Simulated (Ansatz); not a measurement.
Reaction (ligand exchange at a Ge–C bond): `O[CH](F)[GeH2][F]` + `N=C[SiH3]` → `[F][GeH2]/[N]=C/[SiH3]` + `OCF`

Gas-phase electronic energies from Ansatz, PBE0-D4/def2-TZVP geometries. CCSD(T)/CBS adds triple-zeta CCSD(T) − MP2 to the extrapolated MP2 energy (def2 sets, frozen cores). Functionals use def2-TZVPP. For Ge outer-core shells are correlated without core-valence functions, which leaves a few kJ/mol of doubt a bond. Scalar relativity is left out up to krypton. Each species was taken in one conformer, which may not be the lowest.

(1) Is it downhill or uphill in electronic energy at CCSD(T)/CBS, and by how much? (Estimate.)

(2) What do these levels give: B2PLYP, PBE, SCS-MP2/def2-TZVPP, CCSD(T)/def2-TZVPP, HF/def2-QZVPP, CCSD/CBS(def2)? (Estimate.)

Largest T1 diagnostic among the species: 0.013.

## Answers

(1) The calculation gave: Downhill: ΔE = -0.54 eV.

(2) Ansatz gave: B2PLYP -0.56, PBE -0.48, SCS-MP2/def2-TZVPP -0.59, CCSD(T)/def2-TZVPP -0.54, HF/def2-QZVPP -0.63, CCSD/CBS(def2) -0.53 eV.
